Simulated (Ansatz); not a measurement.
Sr₂O₂⁻, relaxed as a doublet with UKS r2SCAN-D4/def2-TZVPD in Ansatz, starting from the GFN1-xTB geometry. Force threshold 0.02 eV/Å.

In the def2 sets Sr takes a core potential; there is no spin–orbit coupling. The highest occupied level of the charge -1 doublet lies above zero (up to 0.87 eV). By energy differences its removal costs 0.28 eV (vertical, to the charge 0 singlet, at r2SCAN-D4/def2-TZVPD); a positive level beside a positive removal energy at the same level points to self-interaction error. The relaxation made no stability test and no search for a lower SCF solution. The structure comes from a short search, and lower isomers may exist.

Start:

```xyz
4

Sr   -1.374   -0.858   -0.120
Sr    1.372    0.858    0.115
O    -0.788    1.277   -0.059
O     0.790   -1.277    0.064
```

```
        step  energy (eV)  largest force component (eV/Å)  SCF passes
           1   -5769.4462                           0.345          24
2 (rejected)   -5769.3881                           0.725          27
3 (rejected)   -5769.4302                           0.762          27
           4   -5769.4585                           0.115          25
           5   -5769.4601                           0.001          25
```

Force components are those of the run's own axes.

End:

```xyz
4

Sr   -1.382   -0.862   -0.119
Sr    1.382    0.862    0.118
O    -0.770    1.244   -0.060
O     0.770   -1.244    0.061
```

By distances, no bond broke or formed. The bond that changes most is Sr1–O3, from 2.22 to 2.19 Å (atoms count from 1).

No frequencies were taken in this run, so the end may be a saddle point.

Hardware: 2 threads of Arm Neoverse V2 on a shared host. Wall time 25 s.
